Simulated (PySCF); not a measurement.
## C$_{7}$H$_{8}$: full NMR table

```
Formula                               : C7H8
SMILES                                : Cc1ccccc1
Point group of the computed structure : C1
Degrees of unsaturation               : 4
Carbon signals                        : 5
Proton signals                        : 4
```

Structure with atom numbers: `[CH3:1][c:2]1[cH:3][cH:4][cH:5][cH:6][cH:7]1`; H(Xn) means a hydrogen on atom n.

No relativistic terms, one computed conformer, one averaged value for each set of equivalent atoms, no solvent. Shieldings: GIAO PBE0/pcSseg-1; GFN2-xTB geometry; PySCF 2.14.0 with density-fitted response routines.

Shifts are taken against calculated references (same method and geometry level): ¹H (31.72 ppm), ¹³C (186.93 ppm) vs TMS.

| carbon | δC, type | δH (multiplicity) | HMBC from (2–3 bonds) | span of the C tensor (ppm) |
| --- | --- | --- | --- | --- |
| C1 | 24.3, CH3 | 2.51 (s) | H(C3)/H(C7) | 48 |
| C2 | 143.4, C | – | H(C4)/H(C6), H(C3)/H(C7), H(C1) | 240 |
| C3/C7 | 134.3, CH | 7.49 (m) | H(C4)/H(C6), H(C3)/H(C7), H(C5), H(C1) | 218 |
| C4/C6 | 134.0, CH | 7.56 (m) | H(C4)/H(C6), H(C3)/H(C7), H(C5) | 236 |
| C5 | 130.7, CH | 7.43 (m) | H(C4)/H(C6), H(C3)/H(C7) | 233 |

1. Carbon types of the structure: 1 × C, 5 × CH, 1 × CH3, which accounts for all hydrogens.
2. δC 143.4: substituted aromatic carbon.
3. δC 134.3, 134.0, 130.7: aromatic CH; the aromatic region.
4. δC 24.3: methyl carbon on an aromatic ring; a saturated carbon with 1 carbon neighbour and no heteroatom attached.
5. δH 7.56, 7.49, 7.43: hydrogen on an aromatic CH; aromatic region.
6. δH 2.51: hydrogen on a methyl carbon on an aromatic ring; benzylic-type position, deshielded by the ring.

Shifts are as computed. Against solution values, carbons near 30 ppm lie about +3 ppm off and those near 130 ppm about +5 ppm. Of 1211 compounds with measured shifts, 218 miss one by over three times the rms of a fit or turn the order of signals round; such compounds aren't used in these exercises. No couplings were computed; multiplicities are counted from neighbouring protons, with m where these are inequivalent, close in shift, in a saturated or five-membered ring or joined by F or P, and br s for small geminal =CH2 splittings.
